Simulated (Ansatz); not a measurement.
Results of the Gaussian-basis code of Ansatz.

A structure relaxed at PBE0-D4/def2-TZVP, charge 0, multiplicity 1:

```xyz
10

O     0.422    0.592    2.206
Ge   -0.098   -0.337    0.798
N     1.085   -0.256   -0.689
C     0.038    0.344   -1.449
C    -1.000    0.590   -0.636
F    -2.095    1.302   -0.875
H     0.543    0.048    2.987
H    -0.498   -1.753    1.253
H     1.442   -1.115   -1.094
H     0.161    0.585   -2.501
```

(1) Give its formula and SMILES.

(2) Summarise the bond lengths by kind.

Results:

(1) C2H4FGeNO, `[OH][GeH]1[NH]C=[C]1F`.

(2) 1 × Ge–O 1.765 Å; 1 × H–O 0.960 Å; 1 × Ge–N 1.901 Å; 1 × C–Ge 1.931 Å; 1 × Ge–H 1.540 Å; 1 × C–N 1.426 Å; 1 × H–N 1.015 Å; 1 × C–C 1.341 Å; 1 × C–H 1.086 Å; 1 × C–F 1.328 Å.
